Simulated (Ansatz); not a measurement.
The cluster ZnCu₃. The state is a doublet with charge 0. Geometry relaxed at B3LYP-D4/def2-SVP.

```csv
atom,x (Å),y (Å),z (Å)
Cu1,-0.682,-0.185,-1.006
Cu2,0.634,0.183,1.037
Cu3,-1.693,-0.093,1.108
Zn4,1.741,0.095,-1.139
```

The structure comes from a short search, and lower isomers may exist.

**Question.** Estimate the harmonic wavenumbers at UKS B3LYP-D4/def2-SVP (Ansatz, unscaled). Is this a minimum?

**Answer.** 46, 120, 122, 180, 199, 242 cm⁻¹. Yes, no mode is imaginary beyond noise. Zero-point energy 5.4 kJ/mol. Hardware: 4 threads of Intel Xeon on a shared host. Wall time 1.7 min, peak host memory 0.69 GiB.
